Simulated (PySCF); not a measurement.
TiOCl, SMILES [O]=[Ti][Cl] (connectivity only; charge and spin as stated), neutral, multiplicity 2. Geometry optimised at PBE-D3(BJ)/def2-TZVP. The multiplicity is an assumed one; other spin states were not compared.

These are PBE-D3(BJ)/def2-TZVP run with PySCF values and carry that method's errors.

Harmonic wavenumbers (cm⁻¹): 155, 420, 1018. Rotational constants (GHz): 26.06, 3.397, 3.005; symmetry number 1.

Question: Work out the zero-point energy and the ideal-gas rigid-rotor harmonic-oscillator thermochemistry at 298.15 K and 1 atm.

Answer: ZPE = ½ Σ hcν = ½ × 1594 cm⁻¹ = 2.28 kcal/mol. H − E(el) = 5.25 kcal/mol. Entropy in cal/(mol K): translation 39.70, rotation 24.61, vibration 3.58, spin 1.38, total 69.26. G − E(el) = -15.40 kcal/mol. Cp = 11.63 cal/(mol K).
